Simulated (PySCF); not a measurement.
Computed properties of 1-methyl-2,5-dihydropyrrole (C5H9N), SMILES CN1CC=CC1

C5H9N, SMILES C1C=CCN1C. The structure is a stationary point at B3LYP-D3(BJ)/def2-SVP. One conformer was computed; it need not be the lowest. All values are computed for the isolated molecule unless a solvent is named; none is compared with measurement here.

**Structure.** The optimised structure has Cs symmetry. All 39 harmonic modes at B3LYP-D3(BJ)/def2-SVP (PySCF) are real, so it is a minimum. With heavy atoms numbered as in [CH3:1][N:2]1[CH2:3][CH:4]=[CH:5][CH2:6]1, the shortest bond between them is C4–C5 at 1.336 Å and the longest C3–C4 at 1.506 Å.

**Vibrations.** The strongest infrared lines (harmonic, unscaled, degenerate partners summed) lie at 2896 cm⁻¹ (170 km/mol, H 94 %), 2866 cm⁻¹ (100 km/mol, H 93 %), 2997 cm⁻¹ (74 km/mol, H 92 %). The softest mode is at 136 cm⁻¹ and the zero-point energy is 82.8 kcal/mol.

**Electronic structure.** r2SCAN/def2-TZVP (PySCF) places the frontier levels at -4.75 and -0.39 eV, a gap of 4.36 eV, and gives a dipole moment of 0.47 D and a mean polarisability of 67.6 bohr³. PBE/def2-TZVP (PySCF) at the same geometry gives -4.53 and -0.63 eV, so its gap is 0.46 eV narrower. An orbital gap is neither the optical nor the fundamental gap.

**Excitations.** TDDFT-M06-2X/def2-SVPD (PySCF) has S1 at 5.57 eV (222 nm, f = 0.034, weak); the most intense of the 10 singlets computed lies at 7.36 eV (f = 0.17). T1 (TDA) is at 4.55 eV. TDDFT-PBE/def2-SVPD (PySCF) puts S1 at 3.97 eV. No vertical singlet excitation falls in the visible range (under 3.1 eV).

**NMR.** GIAO shifts at KT2/pcSseg-1 (PySCF) (non-relativistic, atoms alike by connectivity averaged): ¹³C from 43.0 to 129.1 ppm against TMS; ¹H from 2.7 to 6.0 ppm against TMS.

**Solvation.** SMD-ωB97X/def2-SVP (PySCF) gives -2.8 kcal/mol in water, -4.9 kcal/mol in ethanol, -4.4 kcal/mol in benzene (1 M in both phases, gas-phase geometry); of these solvents ethanol holds the molecule best.
